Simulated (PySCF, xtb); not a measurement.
CH3ClGe, SMILES [CH3][Ge][Cl] (connectivity only; charge and spin as stated), neutral, multiplicity 1.

Harmonic wavenumbers (cm⁻¹) from xtb with GFN2-xTB at its own minimum, in rising order: 70, 181, 347, 513, 576, 680, 1278, 1451, 1456, 2975, 2979, 2990.

Question: What does PBE-D3(BJ)/def2-TZVP run with PySCF give at its own minimum? (The exact figures need the calculation; the answer reports its results.)

Answer: 80, 186, 370, 529, 553, 716, 1170, 1380, 1384, 2957, 3041, 3061. Paired by order, the mean absolute difference is 43 cm⁻¹ and the zero-point energies are 22.2 and 22.1 kcal/mol.
